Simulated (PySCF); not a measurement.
LiPb: from constants to spectrum

UHF-CCSD(T) constants of LiPb, ⁴Σ⁻ (quartet), unpaired electrons σ ↑, π ↑↑ (basis Li cc-pVDZ, Pb cc-pVDZ-PP with ECP60; scalar-relativistic core potentials; PySCF 2.14; masses 7.0160 and 207.9766 u):

```
ωe              : 348.4 cm⁻¹
ωexe            : 2.21 cm⁻¹
Be              : 0.34998 cm⁻¹
αe              : 0.00340 cm⁻¹
D (centrifugal) : 1.41e-06 cm⁻¹
De to Li + Pb   : 1.33 eV
```

**Question.** Give the vibrational terms G(v) and spacings up to v = 6.

**Answer.** G(v) = ωe(v+½) − ωexe(v+½)².

```csv
v,G(v) (cm⁻¹),G(v) − G(v−1),Bv (cm⁻¹)
0,173.6,,0.3483
1,517.6,344.0,0.3449
2,857.2,339.6,0.3415
3,1192.3,335.1,0.3381
4,1523.0,330.7,0.3347
5,1849.3,326.3,0.3313
6,2171.2,321.9,0.3279
```

**Question.** How well does the Morse estimate ωe²/(4ωexe) reproduce De, and what is D0?

**Answer.** It gives 1.70 eV, 128 % of the computed De. D0 = De − G(0) = 1.33 − 0.02 = 1.31 eV.

Correlated steps freeze 4 core orbitals. Correlated levels converge slowly with the basis: in double zeta they bind strong bonds too weakly, by up to about 1 eV, and carry superposition errors of some tenths. Spin–orbit coupling is left out, which matters for elements this heavy, above all for dissociation energies. The state is the lowest determinant that a PBE0 search found; another state may lie lower at other levels.
